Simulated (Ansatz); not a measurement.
A run for Ansatz (an electronic-structure program): U-r2SCAN/def2-TZVPP on GeH6Sn (SMILES [GeH3][SnH3]), a point of a bond scan (R = 3.939 Å). Elements past Kr take the def2 small-core potentials; no spin–orbit coupling.

Ansatz 0.2 input:
```yaml
crystal:
  periodic: [false, false, false]
  atoms:
    - {symbol: Sn, position_ang: [-1.03220220, 0.10221032, -0.01717195]}
    - {symbol: Ge, position_ang: [1.56838433, -0.15530393, 0.02609199]}
    - {symbol: H, position_ang: [-2.61772302, -2.30901676, -2.69762387]}
    - {symbol: H, position_ang: [-1.47139982, 1.70969191, -0.41159384]}
    - {symbol: H, position_ang: [-1.70033755, -0.27900058, 1.51277370]}
    - {symbol: H, position_ang: [1.96141691, -1.60073738, 0.38076761]}
    - {symbol: H, position_ang: [2.18638787, 0.78768971, 1.07412914]}
    - {symbol: H, position_ang: [2.16730311, 0.18771557, -1.34983721]}
basis:
  gaussian:
    orbitals: def2-TZVPP
hamiltonian:
  xc: {name: r2SCAN}
magnetization: {spin_polarized: true, initial_magnetization: 0}
```

Predict the final total energy.

-2294.8400 hartree. Its determinant has ⟨S²⟩ = 0.93, a mixture of spin states.

How many basis functions does it have, and what does it roughly cost on one machine?

182 functions; very roughly 26 core-seconds.
